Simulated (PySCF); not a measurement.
Some computed properties have been withheld. Give your best values.

Compound: C3H16Si4.
Structure used (PBE0-D3(BJ)/def2-SVP), in Å, numbered top down from 1:
```
atom  x, y, z in Å
C1    -3.057    0.316    1.353
C2    -1.746    0.390    0.577
Si3   -1.228   -1.240   -0.238
Si4    0.803   -0.940   -1.378
Si5    0.707    1.137   -2.461
Si6    2.569   -0.869    0.167
C7     2.192    0.399    1.512
H8    -3.896    0.021    0.703
H9    -3.002   -0.422    2.170
H10   -3.316    1.287    1.805
H11   -0.922    0.717    1.234
H12   -1.809    1.153   -0.219
H13   -2.292   -1.689   -1.194
H14   -1.079   -2.309    0.802
H15    1.023   -2.026   -2.388
H16    1.923    1.375   -3.298
H17    0.636    2.217   -1.425
H18   -0.506    1.252   -3.330
H19    2.758   -2.224    0.776
H20    3.840   -0.507   -0.541
H21    1.304    0.098    2.089
H22    3.037    0.491    2.212
H23    1.998    1.391    1.075
```

| property | level | value |
| --- | --- | --- |
| point group | PBE0-D3(BJ)/def2-SVP | ? |
| rotational constants A, B, C | PBE0-D3(BJ)/def2-SVP | 1.159, 0.723, 0.589 GHz |
| dipole moment | wB97X-D/def2-SVPD | ? |
| HOMO energy | wB97X-D/def2-SVPD | -9.32 eV |
| LUMO energy | wB97X-D/def2-SVPD | ? |
| lowest singlet excitation | TDDFT wB97X-D/def2-SVPD | 6.50 eV (191 nm, f = 0.046) |
| strongest line among the 10 lowest singlet transitions | TDDFT wB97X-D/def2-SVPD | S10 at 7.47 eV (166 nm, f = 0.183) |
| lowest triplet excitation (Tamm–Dancoff) | TDA wB97X-D/def2-SVPD | 5.87 eV |
| static isotropic polarisability | wB97X-D/def2-SVPD | 157.2 au |
| vertical ionisation energy | ΔSCF wB97X-D/def2-SVPD | 9.26 eV |
| electronic spatial extent ⟨r²⟩ about the centre of nuclear charge | wB97X-D/def2-SVPD | 2277 bohr² |
| 13C chemical shifts (computed TMS as zero) by class | GIAO KT3/pcSseg-1 | 15.6 (C1), 9.3 (C2), -7.0 (C7) ppm |
| 1H chemical shifts (computed TMS as zero) by class | GIAO KT3/pcSseg-1 | 4.06 (H19), 4.03 (H20), 3.91 (H13), 3.85 (H14), 3.52 (H16/H17/H18), 3.01 (H15), 1.19 (H8/H9/H10), 0.71 (H12), 0.69 (H11), 0.27 (H21/H22/H23) ppm |
| isotropic shieldings of nuclei other than C and H, by class | GIAO KT3/pcSseg-1 | 422 (Si3), 427 (Si6), 467 (Si5), 491 (Si4) ppm |

Gas-phase values; electronic properties from PySCF, density fitting. The structure is a single PBE0-D3(BJ)/def2-SVP conformer in the gas phase; no vibrational or solvent corrections. NMR classes are plain means over equivalent atoms (diastereotopic ones count apart unless rotation or inversion swaps them), as if these changed places fast; in this geometry the members of some classes differ.

Q: What is the dipole moment?

A: 1.30 D.

Q: Give the LUMO energy.

A: 1.39 eV.

Q: The point group?

A: C1.

The rotational constants make it an asymmetric top with κ = (2B − A − C)/(A − C) = -0.53, nearer the prolate limit (−1). The 10 singlets span 6.50 to 7.47 eV, and their oscillator strengths add up to 0.81. The polarisability is 23.29 Å³ as a volume (1 au = 0.148185 Å³), or 1.75 au for each of the 90 electrons. With B = h/(8π²I), that is 505.379 GHz u Å² over I, the principal moments of inertia are 436.0, 698.6 and 858.6 u Å² (most abundant isotopes); the inertial defect Ic − Ia − Ib is -276.0 u Å² (zero for a rigid planar frame, negative otherwise).
